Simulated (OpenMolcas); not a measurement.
Cr4+ (d2) on a cation site of an ionic host was computed by CASSCF with the d shell active (OpenMolcas, ANO-RCC-VDZP on the metal). Its lowest spin-free states, and all those of the highest spin:

```csv
2S+1,Degeneracy,E (cm-1)
3,3,0.0
1,3,14274
1,2,14789
3,3,15294
3,3,26521
1,3,28171
1,1,30213
1,3,31136
3,1,35628
1,2,46542
1,1,61892
```

Is the site octahedral, tetrahedral or cube-like, axial, or of lower symmetry?

The states with 2S+1 = 3 have orbital degeneracies 3, 3, 3, 1. Threefold states need a cubic site. For d2 at this spin an octahedron puts the threefold T1 below the threefold T2 and a tetrahedron or cube puts the single A2 below the threefold T2, so the site is octahedral. The run had Cr4+ with its 6 nearest chloride ions at 2.357 Å, on the Zr site of Cs2ZrCl6 (a = 10.407 Å, distance in the model lattice 2.446 Å). The rest of the host is ab initio model potentials to 7.6 Å and point charges beyond; the distance is set by hand and nothing relaxes. Ligand basis ANO-RCC-VDZP.

An orbital triplet at a regular site is open to Jahn-Teller coupling, which can distort the site and quench the lowest spin-orbit gaps and is left out. Without dynamic correlation the repulsion within the d shell is too large (B by tens of per cent), so at a given field states of lower spin stand too high. The least metal-like active orbital is 70 % on the metal (Löwdin) and no ligand orbital is active, so the numbers are rough. Ligand-to-metal charge-transfer states are missing. With no ligand orbital active B as a rule stays too high, so bands that hang on it stand too high and its fall with covalency is understated. With metal d orbitals alone and no dynamic correlation the field as a rule comes out too small, by tens of per cent, by up to half for chloride and softer ligands. No measured value stands beside these numbers; the geometry was set by hand and not optimised.
